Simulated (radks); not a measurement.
Results of a calculation; reference values are marked as such.
Co+, 26 electrons, occupied as [Ar] 3d8 (the NIST ground configuration). Code: a radial shooting solver on a logarithmic mesh with Libxc functionals. Model: Dirac Kohn-Sham, PBE, spin-unpolarised, spherical densities, point nucleus; open shells fill j = l - 1/2 first.

Spin-orbit splittings of the eigenvalues, e(l+1/2) - e(l-1/2), with zeta = 2 splitting/(2l+1) and mean radii in bohr:

\begin{tabular}{lrrrrr}
shell & occ. & splitting (eV) & zeta (eV) & <r> j=l-1/2 & <r> j=l+1/2 \\ \hline
2p & 6 & 14.83 & 9.887 & 0.2228 & 0.2259 \\
3p & 6 & 1.821 & 1.214 & 0.8170 & 0.8271 \\
3d & 8 & 0.1765 & 0.07058 & 1.134 & 1.143 \\
\end{tabular}
